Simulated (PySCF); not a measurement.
# How methods differ on the ionisation energy of Fe

Fe [Ar] 3d6 4s2 (5D) → Fe⁺ [Ar] 3d6 4s1 (6D), as a difference of total energies. Computed with PySCF 2.14 in cc-pVDZ, with no relativity, point nucleus. Correlated levels: valence: [Ar] frozen. The calculations carry no spin-orbit coupling.

```tsv
method	ionisation energy (eV)
UHF	6.371
PBE	7.724
MP2 (valence)	7.308
SCS-MP2 (valence)	7.469
```

Q: How much does correlation contribute at MP2 (valence)?

A: 7.308 − (6.371) = 0.937 eV, measured against UHF.

These non-relativistic numbers lack the scalar-relativistic shift.

Errors of the correlated levels include the incompleteness of this basis and the frozen core.

MP2 underrates the near-degeneracy of ns² with np² in the lower species.

For comparison: 7.904 eV (measured; NIST levels, between the centres of gravity of the two terms).
